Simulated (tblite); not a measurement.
Species: C₈H₆Cl (doublet state).
SMILES: `C1(C#C)C(Cl)=CC[CH]C=1`

The geometry is computed with GFN2-xTB (gas phase). This method treats the open shell by occupation alone, without spin polarisation.

Masses are those of the commonest isotopes; rigid-rotor values at the optimised geometry. 

Task: What are A, B and C (GHz)?

Result: Ia = 253.78, Ib = 381.83, Ic = 632.54 u·Å²; 505379 MHz·u·Å²/I gives 1991, 1324 and 799.0 MHz, that is A = 1.9914, B = 1.3236, C = 0.7990 GHz.

Task: Classify the top.

Result: An asymmetric top: κ = (2 × 1324 − 1991 − 799.0)/(1991 − 799.0) = -0.12.

Task: What does the inertial defect say?

Result: Not planar: Δ = Ic − Ia − Ib = -3.07 u·Å². For a rigid frame Δ = −2 Σ m c², so Σ m c² = 1.54 u·Å² lies off the ab plane, practically all of it from hydrogen. The atom farthest from that plane is 0.87 Å away.

Task: Give the other two planar moments, Paa and Pbb, and the rms extents of the mass along the axes.

Result: Paa = Σ m a² = (Ib + Ic − Ia)/2 = 380.29 and Pbb = Σ m b² = (Ia + Ic − Ib)/2 = 252.24 u·Å². With the mass M = 137.02 u, the rms extents √(P/M) along a, b and c are 1.67, 1.36, 0.11 Å.

Task: Where do the levels up to J = 5 lie, in MHz?

Result: Above 0(0,0):
J = 1: 1(0,1) 2123, 1(1,1) 2790, 1(1,0) 3315
J = 2: 2(0,2) 6158, 2(1,2) 6511, 2(1,1) 8085, 2(2,1) 10088, 2(2,0) 10298
J = 3: 3(0,3) 11841, 3(1,3) 11979, 3(1,2) 15068, 3(2,2) 16456, 3(2,1) 17350, 3(3,1) 21220, 3(3,0) 21277
J = 4: 4(0,4) 19075, 4(1,4) 19119, 4(1,3) 24004, 4(2,3) 24776, 4(2,2) 26914, 4(3,2) 30010, 4(3,1) 30372, 4(4,1) 36278, 4(4,0) 36291
J = 5: 5(0,5) 27874, 5(1,5) 27887, 5(1,4) 34589, 5(2,4) 34929, 5(2,3) 38783, 5(3,3) 40945, 5(3,2) 42109, 5(4,2) 47351, 5(4,1) 47460, 5(5,1) 55303, 5(5,0) 55306

Task: Estimate the classical rotational partition function at 50 K, 100 K and 200 K.

Result: Point group Cs, symmetry number σ = 1; q = (√π/σ)·√((kT/h)³/(ABC)), k/h = 20836.6 MHz/K: 41100 at 50 K, 116000 at 100 K, 329000 at 200 K.

For this open shell read J as N, the rotation without spin; fine and hyperfine splittings come on top. Its GFN2-xTB frequencies are all real (lowest 79 cm⁻¹). These are rigid-rotor constants of the computed structure; measured ground-state constants (B0) also hold zero-point vibration.
